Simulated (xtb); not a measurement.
xtb job for BClH, SMILES Cl[BH] (connectivity only; charge and spin as stated), charge +1, multiplicity 1, GFN2-xTB. 

```
$ xtb mol.xyz --gfn 2 --sp --chrg 1 --uhf 0 --json
$ cat mol.xyz
3

B      0.00000000     0.00000000    -1.06805071
Cl     0.00000000     0.00000000     0.44524286
H      0.00000000     0.00000000    -2.22887501
```

Log of the run:

```
[banner left out]
          |                Calculation Setup                |
           -------------------------------------------------



           -------------------------------------------------
          |                 G F N 2 - x T B                 |
           -------------------------------------------------

        Reference                      10.1021/acs.jctc.8b01176
      * Hamiltonian:
        H0-scaling (s, p, d)           1.850000    2.230000    2.230000
        zeta-weighting                 0.500000
      * Dispersion:
        s8                             2.700000
        a1                             0.520000
        a2                             5.000000
        s9                             5.000000
      * Repulsion:
        kExp                           1.500000    1.000000
        rExp                           1.000000
      * Coulomb:
        alpha                          2.000000
        third order                    shell-resolved
        anisotropic                    true
        a3                             3.000000
        a5                             4.000000
        cn-shift                       1.200000
        cn-exp                         4.000000
        max-rad                        5.000000


          ...................................................
          :                      SETUP                      :
          :.................................................:
          :  # basis functions                  15          :
          :  # atomic orbitals                  14          :
          :  # shells                            6          :
          :  # electrons                        10          :
          :  max. iterations                   250          :
          :  Hamiltonian                  GFN2-xTB          :
          :  restarted?                      false          :
          :  GBSA solvation                  false          :
          :  PC potential                    false          :
          :  electronic temp.          300.0000000     K    :
          :  accuracy                    1.0000000          :
          :  -> integral cutoff          0.2500000E+02      :
          :  -> integral neglect         0.1000000E-07      :
          :  -> SCF convergence          0.1000000E-05 Eh   :
          :  -> wf. convergence          0.1000000E-03 e    :
          :  Broyden damping             0.4000000          :
          :  net charge                          1          :
          :  unpaired electrons                  0          :
          ...................................................

 iter      E             dE          RMSdq      gap      omega  full diag
   1     -5.3394221 -0.533942E+01  0.208E+01    5.13       0.0  T
   2     -5.4686339 -0.129212E+00  0.137E+01    5.97       1.0  T
   3     -5.8508375 -0.382204E+00  0.771E+00    5.43       1.0  T
   4     -5.7892825  0.615550E-01  0.476E+00    5.44       1.0  T
   5     -5.8424235 -0.531410E-01  0.239E+00    5.69       1.0  T
   6     -5.8522584 -0.983488E-02  0.612E-01    5.73       1.0  T
   7     -5.8521474  0.110963E-03  0.713E-01    5.71       1.0  T
   8     -5.8522027 -0.552882E-04  0.707E-01    5.70       1.0  T
   9     -5.8527751 -0.572380E-03  0.358E-01    5.70       1.0  T
  10     -5.8530509 -0.275786E-03  0.293E-03    5.71      19.7  T
  11     -5.8530508  0.743965E-07  0.615E-03    5.71       9.4  T
  12     -5.8530509 -0.826680E-07  0.350E-04    5.71     165.0  T
  13     -5.8530509 -0.210449E-09  0.303E-05    5.71    1902.8  T

   *** convergence criteria satisfied after 13 iterations ***

         #    Occupation            Energy/Eh            Energy/eV
      -------------------------------------------------------------
         1        2.0000           -1.3216865             -35.9649
         2        2.0000           -0.8207362             -22.3334
         3        2.0000           -0.7850464             -21.3622
         4        2.0000           -0.7850464             -21.3622
         5        2.0000           -0.7692957             -20.9336 (HOMO)
         6                         -0.5594691             -15.2239 (LUMO)
         7                         -0.5594691             -15.2239
         8                         -0.3213585              -8.7446
         9                         -0.2897175              -7.8836
        10                         -0.2897175              -7.8836
       ...                                ...                  ...
        14                          0.8339204              22.6921
      -------------------------------------------------------------
                  HL-Gap            0.2098266 Eh            5.7097 eV
             Fermi-level           -0.6643824 Eh          -18.0788 eV

 SCC (total)                   0 d,  0 h,  0 min,  0.003 sec
 SCC setup                      ...        0 min,  0.000 sec (  3.714%)
 Dispersion                     ...        0 min,  0.000 sec (  0.983%)
 classical contributions        ...        0 min,  0.000 sec (  1.043%)
 integral evaluation            ...        0 min,  0.000 sec ( 10.484%)
 iterations                     ...        0 min,  0.002 sec ( 66.841%)
 molecular gradient             ...        0 min,  0.000 sec ( 13.420%)
 printout                       ...        0 min,  0.000 sec (  3.006%)

         :::::::::::::::::::::::::::::::::::::::::::::::::::::
         ::                     SUMMARY                     ::
         :::::::::::::::::::::::::::::::::::::::::::::::::::::
         :: total energy              -5.805154342364 Eh    ::
         :: gradient norm              0.000035575169 Eh/a0 ::
         :: HOMO-LUMO gap              5.709671916961 eV    ::
         ::.................................................::
         :: SCC energy                -5.853050912024 Eh    ::
         :: -> isotropic ES            0.154541969960 Eh    ::
         :: -> anisotropic ES         -0.009703772298 Eh    ::
         :: -> anisotropic XC         -0.003409380219 Eh    ::
         :: -> dispersion             -0.000598947253 Eh    ::
         :: repulsion energy           0.047896569660 Eh    ::
         :: add. restraining           0.000000000000 Eh    ::
         :: total charge               1.000000000000 e     ::
         :::::::::::::::::::::::::::::::::::::::::::::::::::::

           -------------------------------------------------
          |                Property Printout                |
           -------------------------------------------------

    * Orbital Energies and Occupations

         #    Occupation            Energy/Eh            Energy/eV
      -------------------------------------------------------------
         1        2.0000           -1.3216865             -35.9649
         2        2.0000           -0.8207362             -22.3334
         3        2.0000           -0.7850464             -21.3622
         4        2.0000           -0.7850464             -21.3622
         5        2.0000           -0.7692957             -20.9336 (HOMO)
         6                         -0.5594691             -15.2239 (LUMO)
         7                         -0.5594691             -15.2239
         8                         -0.3213585              -8.7446
         9                         -0.2897175              -7.8836
        10                         -0.2897175              -7.8836
        11                         -0.2636272              -7.1737
        12                         -0.2636272              -7.1737
        13                         -0.0619820              -1.6866
        14                          0.8339204              22.6921
      -------------------------------------------------------------
Note: The following floating-point exceptions are signalling: IEEE_UNDERFLOW_FLAG IEEE_DENORMAL
normal termination of xtb
                  HL-Gap            0.2098266 Eh            5.7097 eV
             Fermi-level           -0.6643824 Eh          -18.0788 eV

     #   Z          covCN         q      C6AA      α(0)
     1   5 B        1.767     0.363    33.659    12.224
     2  17 Cl       0.825     0.452    86.604    14.236
     3   1 H        0.942     0.186     1.173     1.693

 Mol. C6AA /au·bohr⁶  :        258.945672
 Mol. C8AA /au·bohr⁸  :       9975.075211
 Mol. α(0) /au        :         28.154092


Wiberg/Mayer (AO) data.
largest (>0.10) Wiberg bond orders for each atom

 ---------------------------------------------------------------------------
     #   Z sym  total        # sym  WBO       # sym  WBO       # sym  WBO
 ---------------------------------------------------------------------------
     1   5 B    3.147 --     2 Cl   2.194     3 H    0.953
     2  17 Cl   2.206 --     1 B    2.194
     3   1 H    0.966 --     1 B    0.953
 ---------------------------------------------------------------------------

Topologies differ in total number of bonds
Writing topology from bond orders to xtbtopo.mol

molecular dipole:
                 x           y           z       tot (Debye)
 q only:        0.000       0.000      -1.134
   full:       -0.000      -0.000      -0.610       1.552
molecular quadrupole (traceless):
                xx          xy          yy          xz          yz          zz
 q only:       -2.546       0.000      -2.546       0.000       0.000       5.091
  q+dip:       -3.060       0.000      -3.060      -0.000      -0.000       6.121
   full:       -1.818       0.000      -1.818      -0.000      -0.000       3.637


           -------------------------------------------------
          | TOTAL ENERGY               -5.805154342364 Eh   |
          | GRADIENT NORM               0.000035575169 Eh/α |
          | HOMO-LUMO GAP               5.709671916961 eV   |
           -------------------------------------------------

------------------------------------------------------------------------
------------------------------------------------------------------------
 total:
 SCF:
```

The calculation finished and met its thresholds.
